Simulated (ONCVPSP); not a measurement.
## Configuration tests for Tm (ONCV)

```json
{"Element": "thulium (Tm)", "Generator": "ONCVPSP 4.0.1", "Type": "optimised norm-conserving Vanderbilt (ONCV)", "Functional": "PBE", "Relativity": "scalar-relativistic", "Frozen core": "[Kr] 4d10 4f12", "Valence charge": "11", "Reference configuration": "5s2 5p6 5d1 6s1.5 (charge +0.5)", "Partial waves": "5s+6s: rc 1.95 bohr, ncon 4, nbas 7, qcut 7.3 1/bohr, 2 projectors; 5p: rc 2.35 bohr, ncon 4, nbas 8, qcut 4.9 1/bohr, 2 projectors, debl 3.9 Ha; 5d: rc 2.25 bohr, ncon 4, nbas 7, qcut 4.6 1/bohr, 1 projector", "Local potential": "polynomial inside 1.25 bohr (lpopt 5, dvloc0 6 Ha)", "Core correction": "none"}
```

Energies are relative to the spin-unpolarised reference configuration 5s2 5p6 5d1 6s1.5; without spin polarisation the order of configurations can differ from experiment.

Give the all-electron excitation energy and the error of the potential for: 5s2 5p6 5d1 6s2; 5s2 5p6 5d1 6s1; 5s2 5p6 5d1 6s0; 5s2 5p6 5d1 6s0 6p2.

```json
{"valence configuration": "5s2 5p6 5d1 6s2", "charge": "0", "ΔE all-electron (eV)": "-2.893", "error AE − PS (meV)": "+1.6"}
{"valence configuration": "5s2 5p6 5d1 6s1", "charge": "+1", "ΔE all-electron (eV)": "4.256", "error AE − PS (meV)": "+0.5"}
{"valence configuration": "5s2 5p6 5d1 6s0", "charge": "+2", "ΔE all-electron (eV)": "17.190", "error AE − PS (meV)": "+22"}
{"valence configuration": "5s2 5p6 5d1 6s0 6p2", "charge": "0", "ΔE all-electron (eV)": "3.787", "error AE − PS (meV)": "+19"}
```

Levels in the configuration 5s2 5p6 5d1 6s1:

```json
{"level": "5s", "all-electron (eV)": "-64.282", "pseudo (eV)": "-64.311"}
{"level": "5p", "all-electron (eV)": "-37.006", "pseudo (eV)": "-37.027"}
{"level": "5d", "all-electron (eV)": "-8.039", "pseudo (eV)": "-8.040"}
{"level": "6s", "all-electron (eV)": "-9.935", "pseudo (eV)": "-9.926"}
```
